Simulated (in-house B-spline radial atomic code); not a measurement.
Successive ionisation energies of rhenium; each step leads to the configuration of the next row (after the last: [Ar] 3d7). Dirac energy differences include first-order Breit, QED and recoil terms. NIST's values go from ground level to ground level; the uncertainty of those that are theory runs from under 0.1 % in few-electron ions to several per cent in heavy many-electron ones. Computed with an all-electron radial atomic-structure program (B-spline basis): Dirac-Hartree-Fock, average of the configuration, finite nuclei.

| ion | configuration | ionisation energy (eV) | tabulated value (eV) | computed minus tabulated (eV) | highest orbital | largest mean radius (bohr) |
| --- | --- | --- | --- | --- | --- | --- |
| Re41+ | [Ar] 3d10 4s2 4p4 | 2058.2 | 2025 | 33 | 4p3/2 | 0.40971 |
| Re42+ | [Ar] 3d10 4s2 4p3 | 2115.3 | 2080 | 35 | 4p3/2 | 0.40742 |
| Re43+ | [Ar] 3d10 4s2 4p2 | 2173.0 | 2240 | -67 | 4p3/2 | 0.40516 |
| Re44+ | [Ar] 3d10 4s2 4p1 | 2231.1 | 2302 | -71 | 4p3/2 | 0.40292 |
| Re45+ | [Ar] 3d10 4s2 | ? | ? | ? | ? | ? |
| Re46+ | [Ar] 3d10 4s1 | 2513.4 | 2514.5 | -1 | 4s1/2 | 0.38403 |
| Re47+ | [Ar] 3d10 | ? | ? | ? | ? | ? |
| Re48+ | [Ar] 3d9 | 4371.1 | 4335 | 36 | 3d5/2 | 0.19499 |
| Re49+ | [Ar] 3d8 | 4504.0 | 4468 | 36 | 3d5/2 | 0.19387 |

Problem. Fill in the row of Re45+.

Solution. ionisation energy (eV): 2450.6; tabulated value (eV): 2450; computed minus tabulated (eV): 1; highest orbital: 4s1/2; largest mean radius (bohr): 0.38607.

Problem. Fill in the row of Re47+.

Solution. ionisation energy (eV): 4239.7; tabulated value (eV): 4214; computed minus tabulated (eV): 26; highest orbital: 3d5/2; largest mean radius (bohr): 0.19612.

Problem. Where is the largest jump?

Solution. From Re46+ to Re47+, by a factor of 1.69 (2513.4 to 4239.7 eV); the highest orbital goes from 4s1/2 to 3d5/2.

Where a p, d or f electron is removed, the computed value is a mean over both j, so it misses the tabulated one by a part of the spin-orbit splitting; averaging over terms and missing correlation add to the gap, relatively most at low charge.
